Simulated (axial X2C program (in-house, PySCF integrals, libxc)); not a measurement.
Spin–orbit effects along a row: molecules with Br, PBE0

All values come from calculations with an in-house relativistic program for diatomic molecules, spin-free (one-electron X2C) or two-component (2c: spin–orbit coupling with atomic mean-field Coulomb and Gaunt terms, which also bring small scalar terms), in Dyall basis sets with cores contracted in-house; open shells are unrestricted.

Basis sets: As dyall-cv3z, Br dyall-cv3z, Ca dyall-cv3z, Cr dyall-cv3z, Fe dyall-cv3z, Ga dyall-cv3z, Ge dyall-cv3z, Mn dyall-cv3z, Sc dyall-cv3z, Se dyall-cv3z, Ti dyall-cv3z, V dyall-cv3z.

| molecule | spin-free state | Re (Å) | ωe (cm⁻¹) | De (eV) | 2c state | Re 2c (Å) | ωe 2c (cm⁻¹) | De 2c (eV) |
| --- | --- | --- | --- | --- | --- | --- | --- | --- |
| CaBr | M_S = 1/2, Λ = 0 | 2.585 | 286.6 | 3.86 | Ω = 1/2 | 2.586 | 286.3 | 3.76 |
| ScBr | M_S = 1, Λ = 2 | 2.463 | 305.1 | 4.07 | Ω = 1 | 2.464 | 304.7 | 3.98 |
| TiBr | M_S = 3/2, Λ = 3 | 2.400 | 310.4 | 4.09 | Ω = 3/2 | 2.401 | 310.4 | n/a |
| VBr | M_S = 2, Λ = 1 | 2.347 | 309.6 | n/a | Ω = 1 | 2.347 | 309.7 | n/a |
| CrBr | M_S = 5/2, Λ = 0 | 2.338 | 301.7 | 3.34 | Ω = 5/2 | 2.340 | 301.0 | 3.23 |
| MnBr | M_S = 3, Λ = 0 | 2.381 | 285.4 | 3.31 | Ω = 3 | 2.382 | 284.9 | 3.21 |
| FeBr | M_S = 5/2, Λ = 2 | 2.323 | 298.8 | 2.99 | Ω = 9/2 | 2.324 | 298.2 | n/a |
| GaBr | M_S = 0, Λ = 0 | 2.367 | 262.3 | 4.34 | Ω = 0 | 2.368 | 261.9 | n/a |
| GeBr | M_S = 1/2, Λ = 1 | 2.321 | 293.5 | 3.62 | Ω = 1/2 | 2.322 | 293.1 | n/a |
| AsBr | M_S = 1, Λ = 0 | 2.294 | 314.6 | 2.84 | Ω = 1 | 2.295 | 313.5 | 2.73 |
| SeBr | M_S = 1/2, Λ = 1 | 2.260 | 335.0 | 2.51 | Ω = 3/2 | 2.262 | 333.7 | 2.48 |

Q: Work out the shifts from the spin-free to the two-component result.

A: 

```tsv
molecule	2c state	ΔRe (Å)	Δωe (cm⁻¹)	ΔDe (eV)
CaBr	Ω = 1/2	0.001	-0.3	-0.10
ScBr	Ω = 1	0.001	-0.4	-0.09
TiBr	Ω = 3/2	0.001	0.0	n/a
VBr	Ω = 1	0.000	0.1	n/a
CrBr	Ω = 5/2	0.002	-0.7	-0.11
MnBr	Ω = 3	0.001	-0.5	-0.10
FeBr	Ω = 9/2	0.001	-0.6	n/a
GaBr	Ω = 0	0.001	-0.4	n/a
GeBr	Ω = 1/2	0.001	-0.4	n/a
AsBr	Ω = 1	0.001	-1.1	-0.11
SeBr	Ω = 3/2	0.002	-1.3	-0.03
```

Shifts of one unit in the last digit are rounding.

Each entry is the lowest single determinant of a limited PBE0 search at one distance. De goes to single-determinant-based atoms at the same level (for ions the charge split of lowest energy) and is withheld (n/a) where an atom does not fit its ground term or J level. Main or longest-lived isotopes. One determinant is a doubtful description, or other states lie close, for ScBr, TiBr, VBr, CrBr, MnBr, FeBr, AsBr; these need not be ground states, and all values refer to the states named. Some open-shell Ω = 0 determinants are out of reach, so the Ω given for VBr, MnBr, AsBr need not be the lowest component. With several unpaired electrons the Ω given is that of one determinant, not necessarily of the lowest component. Some light 2c atoms are not at their ground J level, so De misses part of their lowering (0.04 eV or less). The functionals have no current term, which raises determinants with orbital currents.
